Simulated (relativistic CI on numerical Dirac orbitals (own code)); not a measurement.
## Charge states of chromium

Calculated at this level of theory: Dirac-Coulomb-Breit CI, separate exchange-only KLI orbitals for each configuration, model QED, valence Slater integrals scaled by 0.9 (own radial code, finite nucleus).

Each species is treated in one configuration, given outside its closed core. Radial values are for the open shell of highest l, unscaled and averaged over j; ζ includes the Breit term. Labels give the leading LS character, summed over repeated terms.

```csv
Ion,Configuration,Its lowest level,LS weight (%),Next level,E (cm⁻¹),F² (cm⁻¹),F⁴ (cm⁻¹),⟨r⟩ (bohr),⟨r²⟩ (bohr²)
Cr,3d⁵4s,⁷S3,100,⁵S2,12802,62650,38360,1.473,3.075
Cr+,3d⁵,?,?,?,?,?,?,?,?
Cr2+,3d⁴,⁵D0,100,⁵D1,57.566,77380,48080,1.208,1.852
Cr3+,3d³,⁴F3/2,100,⁴F5/2,222.66,86440,54120,1.098,1.493
Cr4+,3d²,³F2,100,³F3,483.12,94530,59540,1.017,1.26
Cr5+,3d,²D3/2,100,²D5/2,902.67,,,0.9537,1.094
Cr6+,3s²3p⁶,¹S0,100,,,,,,
Cr7+,3s²3p⁵,²P°3/2,100,²P°1/2,10002,,,0.8528,0.8406
Cr8+,3s²3p⁴,³P2,97,³P1,7888.7,120700,,0.8325,0.7997
Cr9+,3s²3p³,⁴S°3/2,99,²D°3/2,38595,123600,,0.8134,0.7625
Cr10+,3s²3p²,³P0,98,³P1,5541.2,126300,,0.7955,0.7286
Cr11+,3s²3p,²P°1/2,100,²P°3/2,12459,,,0.7787,0.6976
Cr12+,3s²,¹S0,100,,,,,,
Cr13+,3s,²S1/2,100,,,,,0.7511,0.6404
Cr14+,2s²2p⁶,¹S0,100,,,,,,
Cr15+,2s²2p⁵,²P°3/2,100,²P°1/2,70783,,,0.2488,0.07549
Cr16+,2s²2p⁴,³P2,92,³P0,59531,389500,,0.2438,0.07228
Cr17+,2s²2p³,⁴S°3/2,93,²D°3/2,118040,398200,,0.239,0.06932
Cr18+,2s²2p²,³P0,94,³P1,47176,406700,,0.2345,0.06658
Cr19+,2s²2p,²P°1/2,100,²P°3/2,84915,,,0.2302,0.06406
Cr20+,2s²,¹S0,100,,,,,,
Cr21+,2s,²S1/2,100,,,,,0.2609,0.07956
Cr22+,1s²,¹S0,100,,,,,,
```

(1) Fill in the row of Cr+.

With one configuration, terms of near-neutral atoms and ions can be 10 to 25 % off, and close levels can change places.

Results:

(1) Its lowest level ⁶S5/2; LS weight (%) 100; Next level ⁴G11/2; E (cm⁻¹) 22747; F² (cm⁻¹) 66910; F⁴ (cm⁻¹) 41150; ⟨r⟩ (bohr) 1.372; ⟨r²⟩ (bohr²) 2.503.
